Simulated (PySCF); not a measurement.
Compound: C4H11AsGe.
SMILES with atom numbers: `[CH2:1]=[CH:2][CH2:3][CH2:4][AsH:5][GeH3:6]` (hydrogens: H7, H8 on C1; H9 on C2; H10, H11 on C3; H12, H13 on C4; H14 on As5; H15, H16, H17 on Ge6)

The calculation used PBE0-D3(BJ)/def2-SVP geometry optimisation, gas phase (PySCF).

Problem. Give the optimised bond lengths and angles.

Solution. 
```
                     bond  length (Å)
                    C1=C2       1.333
                    C2–C3       1.497
                    C3–C4       1.530
                   C4–As5       1.994
                  As5–Ge6       2.420
                    C1–H7       1.095
                    C1–H8       1.093
                    C2–H9       1.098
           C3–H10, C3–H11       1.105
           C4–H12, C4–H13       1.101
                  As5–H14       1.529
Ge6–H15, Ge6–H16, Ge6–H17       1.541
```

Bonds in one row agree within 0.01 Å and their mean is given. A selection of angles:
```
      angle  degrees
   C2–C1–H7    121.3
   C2–C1–H8    121.6
   H7–C1–H8    117.1
   C1–C2–C3    124.9
   C1–C2–H9    118.8
   C3–C2–H9    116.2
   C2–C3–C4    114.0
  C2–C3–H10    109.2
  C4–C3–H10    108.9
 H10–C3–H11    106.2
  C3–C4–As5    113.0
  C3–C4–H12    110.3
 As5–C4–H12    109.4
 As5–C4–H13    106.3
 H12–C4–H13    107.5
 C4–As5–Ge6     96.1
 C4–As5–H14     95.1
Ge6–As5–H14     92.2
As5–Ge6–H15    111.7
As5–Ge6–H16    109.7
H15–Ge6–H16    109.3
```

Torsions: C1–C2–C3–C4 -119° (anticlinal); C2–C3–C4–As5 -63° (synclinal); C3–C4–As5–Ge6 -168° (antiperiplanar). The mirror-image conformer, all signs reversed, is as good.

The 3 C–C bonds span 1.333 Å (C1=C2, drawn double) to 1.530 Å (C3–C4, drawn single), a spread of 0.197 Å. Ge6 (germanium bonded to As and 3 H) is tetrahedral (angles from 108.5° to 111.7°). As5 (arsenic bonded to C, Ge and H) is pyramidal (angles 96.1°, 95.1° and 92.2°, sum 283.4°, 1.00 Å off the plane of its three neighbours). Of the pairs four or more bonds apart, As5···H9 is among the closest relative to their van der Waals radii: 3.02 Å, 99 % of the sum of Bondi's values.

Point group: C1 (no symmetry element, even within 0.4 Å). No frequency check. One conformer, not necessarily the lowest.
